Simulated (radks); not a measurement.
All-electron atom: I2+ in [Kr] 4d10 5s2 5p3 (the NIST ground configuration). Method: scalar-relativistic Kohn-Sham, LDA (Slater exchange, Perdew-Wang correlation), spin-unpolarised, spherical densities, finite nucleus; Fermi nuclear charge, rms radius 4.7423 fm; computed with a radial shooting solver on a logarithmic mesh with Libxc functionals.

Unscreened Slater integrals over Kohn-Sham orbitals (eV).

integral,value
"F0(5p,5p)",11.132
"F2(5p,5p)",6.0176
"F0(5p,5s)",11.968
"G1(5p,5s)",7.9468
"F0(5p,4d)",13.908
"F2(5p,4d)",3.9050
"G1(5p,4d)",1.2298
"G3(5p,4d)",1.1434
"F0(5p,4p)",14.132
"F2(5p,4p)",3.3598
"G0(5p,4p)",0.65801
"G2(5p,4p)",0.84349
"F0(5s,5s)",13.094
"F0(5s,4d)",15.984
"G2(5s,4d)",1.9975
"F0(5s,4p)",16.309
"G1(5s,4p)",1.1659
"F0(4d,4d)",26.725
"F2(4d,4d)",13.507
"F4(4d,4d)",8.9570
"F0(4d,4p)",28.580
"F2(4d,4p)",14.504
"G1(4d,4p)",18.463
"G3(4d,4p)",11.433
"F0(4p,4p)",30.884
"F2(4p,4p)",16.188

Derived for the open shells (J is the average intra-shell exchange parameter used in DFT+U). 5p: J = F2/5 = 1.204 eV.
